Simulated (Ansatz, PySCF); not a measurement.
C3H3Cl2F, SMILES F[C@@H]1CC1(Cl)Cl. Atoms are numbered in the order given.

```xyz
9

F     -1.9516    -0.5271    -1.0246
C     -1.3885     0.0008     0.0863
C     -0.7805     1.3747    -0.0059
C      0.1037     0.1616     0.1300
Cl     1.0348    -0.3647    -1.2705
Cl     0.9105    -0.1141     1.6829
H     -1.8916    -0.3133     1.0068
H     -0.8654     2.0503     0.8489
H     -0.7923     1.8440    -0.9933
```
Charge 0, spin multiplicity 1.

Geometry: B3LYP-D3(BJ)/def2-SVP. The structure was generated by enumeration; whether it is a known compound was not checked.

Two levels are set side by side: PBE-D3(BJ)/def2-SVP (Ansatz, an electronic-structure program) and B3LYP-D3(BJ)/def2-SVP (Ansatz). Each level has its own optimised geometry; the coordinates shown are those of the second. Frequencies come from the Hessian of PySCF at each geometry. Differences are taken from unrounded values.

```tsv
quantity	B3LYP-D3(BJ)
mean bond length (Å)	1.409
bond F1–C2 (Å)	1.353
bond C2–C3 (Å)	1.505
bond C2–C4 (Å)	1.501
bond C3–C4 (Å)	1.507
bond C4–Cl5 (Å)	1.762
bond C4–Cl6 (Å)	1.772
bond C2–H7 (Å)	1.095
bond C3–H8 (Å)	1.093
bond C3–H9 (Å)	1.093
highest harmonic wavenumber (cm⁻¹)	3239
mean harmonic wavenumber (cm⁻¹)	1142
zero-point energy (kcal/mol)	34.30
```

Q: What does PBE-D3(BJ) give, and how far is it from B3LYP-D3(BJ)? (Estimate from the structure and the level; the computed values follow.)

A: 
```
quantity                            PBE-D3(BJ)  PBE-D3(BJ) minus B3LYP-D3(BJ)
----------------------------------  ----------  -----------------------------
mean bond length (Å)                     1.415                          0.006
bond F1–C2 (Å)                           1.358                          0.005
bond C2–C3 (Å)                           1.512                          0.007
bond C2–C4 (Å)                           1.510                          0.008
bond C3–C4 (Å)                           1.512                          0.005
bond C4–Cl5 (Å)                          1.763                          0.001
bond C4–Cl6 (Å)                          1.773                          0.001
bond C2–H7 (Å)                           1.104                          0.009
bond C3–H8 (Å)                           1.101                          0.008
bond C3–H9 (Å)                           1.101                          0.008
highest harmonic wavenumber (cm⁻¹)        3177                            -63
mean harmonic wavenumber (cm⁻¹)           1109                            -34
zero-point energy (kcal/mol)             33.29                          -1.01
```

GGA bonds tend to be longer and softer than those of functionals with exact exchange. Differences between two approximate levels are no errors against the true value.
